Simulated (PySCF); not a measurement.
Species: C3H6FPSe.
Atom-mapped SMILES: `[F:1][C@H:2]1[CH2:3][P@@H:4](=[Se:5])[CH2:6]1` (hydrogens: H7 on C2; H8, H9 on C3; H10 on P4; H11, H12 on C6)

Computed with PBE0-D3(BJ)/def2-SVP geometry optimisation, gas phase (PySCF 2.14.0).

Task: What internal coordinates does the optimisation give?

Result: 
```tsv
bond	length (Å)
F1–C2	1.366
C2–C3, C2–C6	1.534
C3–P4, P4–C6	1.851
P4=Se5	2.078
C2–H7	1.103
C3–H8, C6–H11	1.098
C3–H9, C6–H12	1.101
P4–H10	1.424
```

Bonds in one row agree within 0.01 Å and their mean is given. A selection of angles:
```tsv
angle	degrees
F1–C2–C3	114.2
F1–C2–H7	107.9
C3–C2–C6	98.2
C3–C2–H7	111.2
C2–C3–P4	88.8
C2–C3–H8	119.0
C2–C3–H9	109.9
P4–C3–H8	119.9
P4–C3–H9	107.2
H8–C3–H9	110.1
C3–P4–Se5	125.5
C3–P4–C6	77.5
C3–P4–H10	102.6
Se5–P4–H10	115.9
```

Torsions: F1–C2–C3–P4 142° (anticlinal); C2–C3–P4–Se5 -142° (anticlinal); C3–P4–C6–C2 18° (synperiplanar); F1–C2–C6–P4 -142° (anticlinal).

P4 (phosphorus bonded to 2 C, Se and H) has angles from 77.5° to 125.5°. The 4-membered ring C2–C3–P4–C6 has internal angles of 77.5° to 98.2° (sum 353°, against 360° for a flat polygon); it is puckered, 0.14 Å rms from its mean plane, widest ring torsion 21°.

Point group: Cs (tolerance 0.08 Å). Whether it is a minimum is left open (no frequencies). One conformer, not necessarily the lowest.
